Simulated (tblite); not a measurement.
BrPb, charge +1, singlet, at a GFN2-xTB geometry (such geometries of metal compounds can be far from the true shape); GFN1-xTB (tblite 0.6.0).

Here is a job for tblite.
```
$ tblite run mol.xyz --method gfn1 --charge 1 --spin 0 --efield 0,0,0.1 --json tblite.json --no-restart

# file mol.xyz
2

Pb    -0.00000000    -0.00000000    -0.73931040
Br     0.00000000     0.00000000     1.73209864
```

Predict the main parts of the log of this tblite run.


```
xTB calculator
 | screened Coulomb repulsion
 | Coulomb electrostatics
 |  * isotropic Klopman-Ohno-Mataga-Nishimoto electrostatics
 |  * onsite third-order electrostatics
 | DFT-D3(BJ) dispersion correction
 | Interactions (1)
 | [1] electric field

halogen bonding energy    0.0000000000000E+00 Eh
repulsion energy          1.2415354385441E-02 Eh
dispersion energy        -4.3985788309601E-04 Eh
interaction energy        0.0000000000000E+00 Eh
number of electrons       1.0000000000000E+01 e
integral cutoff           2.4921834820047E+01 bohr

------------------------------------------------------------
  cycle        total energy    energy error   density error
------------------------------------------------------------
      1     -4.604238537828  -4.6162140E+00   6.3182922E-01
      2     -4.043049975969   5.6118856E-01   8.7613098E-01
      3     -4.834521787710  -7.9147181E-01   4.2560052E-01
      4     -5.101695040463  -2.6717325E-01   1.1073527E-01
      5     -5.099578104556   2.1169359E-03   1.1893836E-01
      6     -4.989426827100   1.1015128E-01   2.6162978E-01
      7     -5.102844583083  -1.1341776E-01   4.7235687E-02
      8     -5.105018925484  -2.1743424E-03   3.1431044E-02
      9     -5.106706354985  -1.6874295E-03   5.4339257E-03
     10     -5.106760474573  -5.4119588E-05   3.6154015E-04
     11     -5.106759630536   8.4403677E-07   7.9148501E-04
     12     -5.106760581609  -9.5107297E-07   2.2115880E-04
     13     -5.106760669155  -8.7546433E-08   1.8258150E-05
------------------------------------------------------------

electronic energy        -5.1187361656578E+00 Eh
total energy             -5.1067606691554E+00 Eh

Post processing:
 | Mayer-Wiberg bond orders

[Info] JSON dump of results written to 'tblite.json'
```
